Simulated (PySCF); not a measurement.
Compound: C3H11O2PSi2.
Geometry (GFN2-xTB, Å), atoms numbered from 1 in this order:
```
atom  x, y, z in Å
C1    -1.7701   -0.9484   -0.9063
C2    -0.8429    0.1269   -0.3459
C3    -1.4249    1.5132   -0.6013
O4     0.3984    0.0504   -1.0698
Si5    1.6784   -0.5872   -0.3217
P6     3.4069    0.7924   -0.4982
O7     1.1719   -0.6202    1.2499
Si8   -0.3719   -0.1956    1.5032
H9    -1.3449   -1.9355   -0.7371
H10   -1.8986   -0.8100   -1.9787
H11   -2.7411   -0.8923   -0.4208
H12   -0.7220    2.2776   -0.2786
H13   -2.3537    1.6323   -0.0488
H14   -1.6205    1.6532   -1.6633
H15    1.8530   -2.0016   -0.6549
H16    3.7172    0.3858   -1.7823
H17    4.3027   -0.0937    0.0720
H18   -1.0647   -1.3587    2.0361
H19   -0.3831    1.0206    2.3008
```

NICS is the negative of the GIAO shielding at a point without a nucleus: at the ring centre (0) and 1 Å above and below it (1); zz is the component along the ring normal. Level: GIAO PBE0/pcSseg-1 (PySCF, non-relativistic, gas phase) on the GFN2-xTB geometry, one conformer.

Ring bond lengths (Å), with Mayer bond orders in brackets: C2–O4 1.439 (0.82), O4–Si5 1.614 (1.02), Si5–O7 1.652 (0.91), O7–Si8 1.621 (0.96), Si8–C2 1.935 (0.83).

Q: What do the NICS probes read (ppm)?

A: 
```csv
ring,type,NICS(0),"NICS(1), two faces","NICS(1)zz, two faces",rms pucker (Å),"centre to ring atoms, mean (Å)"
C2–O4–Si5–O7–Si8,5-membered ring with 2 O and 2 Si; formal bonds all single,-6.3,-2.4 / -2.1,-2.6 / -3.6,0.06,1.40
```

Q: What can be read from them?

A: 
- C2–O4–Si5–O7–Si8: mean NICS(1)zz -3.1 ppm, shielded. C2, Si5, Si8 have four or more neighbours; no verdict on aromaticity is drawn.
